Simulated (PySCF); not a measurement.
## Ga(OH)3: computed shieldings and shifts

Ga(OH)3, GaH3O3, point group C3h.

Geometry (Å), atoms numbered from 1 in this order:
```xyz
7

Ga    0.0009    0.0025    0.0013
O     1.6744    0.3171    0.4985
H     2.2431   -0.4544    0.4047
O    -1.2138    1.2926    0.0826
H    -0.8577    2.1273    0.4047
O    -0.4574   -1.6093   -0.5796
H    -1.3895   -1.6758   -0.8122
```

GIAO calculations in PySCF 2.14.0 with density-fitted response routines on the PBE0-D3(BJ)/def2-SVP structure: isolated species, non-relativistic, equivalent atoms averaged; basis pcSseg-1 (pcSseg-2 on Ga).

**Question.** Give the isotropic shieldings (ppm) with B3LYP, PBE, PBE0.

**Answer.** 
```csv
atoms,environment,B3LYP,PBE,PBE0
Ga1,Ga bonded to 3 O,1440,1392,1464
O2/O4/O6,"oxygen bonded to Ga, H",296.6,287.2,303.5
H3/H5/H7,hydrogen on an oxygen bonded to Ga,29.73,29.53,29.71
HOMO–LUMO gap (eV),–,7.45,5.41,8.13
```

**Question.** And the chemical shifts, against references computed in the same way?

**Answer.** 
```tsv
atoms	nucleus, reference	B3LYP	PBE	PBE0
Ga1	⁷¹Ga, [Ga(H2O)6]3+	359	355	353
O2/O4/O6	¹⁷O, H2O	37.4	47.4	31.0
H3/H5/H7	¹H, TMS	1.66	1.67	1.56
```

**Question.** Which part of the shielding of Ga1 depends on the functional?

**Answer.** Diamagnetic: B3LYP 2645, PBE 2646, PBE0 2645 ppm; paramagnetic: B3LYP -1205, PBE -1253, PBE0 -1181 ppm. The diamagnetic part, set mainly by inner electrons, hardly moves; the paramagnetic part goes with low-lying magnetically allowed excitations and carries the spread.

**Question.** What couplings does PBE/pcJ-1 (pcSseg-1 on Ga) give?

**Answer.** ¹J(O2,H3) = -64.5, ²J(O2,O4) = -5.5 Hz (averaged over equivalent pairs; isotopes ¹⁷O, ¹H).

Relativistic effects, spin–orbit coupling among them, are left out; they matter for Ga and for the light atoms bonded to it. Experimental scales use liquid or dissolved standards, which lie at an offset from isolated H2O (liquid H2O: subtract about 36 ppm).
